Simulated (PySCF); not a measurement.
# Polarisability and C₆ of Sc(2+) (scandium, charge +2)

[Ar] 4s1, 2S determinant (an excited configuration). Computed with PySCF 2.14 in aug-cc-pwCVTZ, with the non-relativistic Hamiltonian (point nucleus). Coupled (time-dependent) response in atomic units; α is the mean over directions.

```csv
method,mean α (bohr³),C₆ (like pair),S(−4)
PW91,36.24,180.5,1304
```

S(−4) is the Cauchy moment in α(ω) = α(0) + S(−4) ω² + …

α(iu) at PW91:

| u (hartree) | α(iu) (bohr³) |
| --- | --- |
| 0 | 36.24 |
| 0.0500 | 33.27 |
| 0.100 | 26.83 |
| 0.200 | 15.69 |
| 0.300 | 9.887 |
| 0.500 | 5.325 |
| 0.750 | 3.384 |
| 1.00 | 2.495 |
| 1.50 | 1.590 |
| 2.00 | 1.108 |
| 3.00 | 0.6230 |
| 5.00 | 0.2796 |

A single London oscillator, α(iu) = α/(1 + u²/ω²), gives C₆ = (3/4) ω α². Matching the computed C₆ needs ω = 4 × 180.5 / (3 × 36.24²) = 0.183 hartree.

For an ion, C₆ is the dispersion term alone; charge-induced terms of lower order in 1/R come first.
